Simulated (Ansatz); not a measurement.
Compare A (`C[SiH2]B(O)O`) with its isomer B (`C[SiH](O)BO`).

Computed with Ansatz on PBE0-D4/def2-TZVP structures; ΔE is electronic, products minus reactants. CCSD(T)/CBS adds triple-zeta CCSD(T) − MP2 to the extrapolated MP2 energy (def2 sets, frozen cores). Functionals use def2-TZVPP. B3LYP here is the variant with VWN-RPA as its local correlation; programs differ in this. One conformer a species, not always the lowest.

A:

```xyz
12

C     0.030   -0.980   -1.515
Si   -0.750    0.252   -0.327
B     0.427    0.572    1.313
O     1.624   -0.058    1.478
O     0.091    1.421    2.323
H    -0.607   -1.144   -2.387
H     0.184   -1.948   -1.031
H     0.997   -0.618   -1.875
H    -2.092   -0.247    0.101
H    -0.997    1.543   -1.035
H     1.845   -0.651    0.758
H    -0.752    1.857    2.197
```

B:

```xyz
12

C     0.408    1.148    1.277
Si    0.700   -0.160   -0.016
O     1.239   -1.504    0.803
B    -0.944   -0.591   -1.129
O    -1.845    0.393   -1.363
H     1.328    1.372    1.821
H    -0.346    0.822    1.997
H     0.052    2.068    0.806
H     1.766    0.317   -0.960
H     1.372   -2.301    0.289
H    -1.147   -1.683   -1.610
H    -2.584    0.121   -1.914
```

Problem. Which is lower in electronic energy at CCSD(T)/CBS, and by how much? (An estimate is asked.)

Solution. Ansatz gave: A, by 10.6 kcal/mol.

Problem. Give E(B) − E(A) in kcal/mol with ωB97M-V, B3LYP-D4, HF/def2-TZVPP, PBE0-D4, CCSD/def2-TZVPP, B2PLYP, B3LYP. (Estimate.)

Solution. Computed: ωB97M-V 11.4, B3LYP-D4 11.1, HF/def2-TZVPP 9.1, PBE0-D4 12.7, CCSD/def2-TZVPP 10.7, B2PLYP 10.8, B3LYP 11.0. None reverses the order clearly.

Largest T1 diagnostic: 0.013.

In def2-TZVPP, CCSD(T) changes the Hartree–Fock value by +2.1 kcal/mol (the triples alone add +0.5 kcal/mol) and MP2 by +1.7 kcal/mol.
